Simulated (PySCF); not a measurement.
Mapped SMILES: `[CH3:1][c:2]1[cH:3][p:4][cH:5][p:6][c:7]1[SiH3:8]`; H(Xn) means a hydrogen on atom n.

Theoretical values (PySCF 2.14.0 with density-fitted response routines): GIAO PBE0/pcSseg-1 shieldings, coordinates at the GFN2-xTB level. Equivalent nuclei averaged, one conformer, isolated molecule, non-relativistic.

Shifts are taken against calculated references (same method and geometry level): TMS for ¹³C.

Task: Do the ¹³C shifts follow the atomic charges (in e)? Tabulate both.

Result: 
```csv
atoms,hybridisation,δ (ppm),σ para (ppm),Hirshfeld,IAO,Mulliken,ESP-fitted
C5,sp2,192.0,-273,-0.18,-0.64,-0.70,+0.08
C7,sp2,167.2,-247,-0.15,-0.50,-0.71,+0.11
C3,sp2,160.8,-234,-0.11,-0.39,-0.33,+0.06
C2,sp2,152.4,-221,+0.02,+0.06,-0.15,-0.06
C1,sp3,32.8,-96,-0.11,-0.43,-0.19,-0.57
```

Correlation coefficients of δ with charge over these carbons: Hirshfeld -0.13, IAO -0.10, Mulliken -0.62, ESP-fitted +0.98; with the paramagnetic shielding -1.00. Among the 4 sp2 carbons alone: Hirshfeld -0.81, IAO -0.83, Mulliken -0.80, ESP-fitted +0.57. With so few points, grouped by hybridisation, these coefficients are fragile. Charge is one influence among several: hybridisation and low-lying excitations act through the paramagnetic term.

Shifts are as computed. Against solution values, carbons near 30 ppm lie about +3 ppm off and those near 130 ppm about +5 ppm. Of 1211 compounds with measured shifts, 218 miss one by over three times the rms of a fit or turn the order of signals round; such compounds aren't used in these exercises.
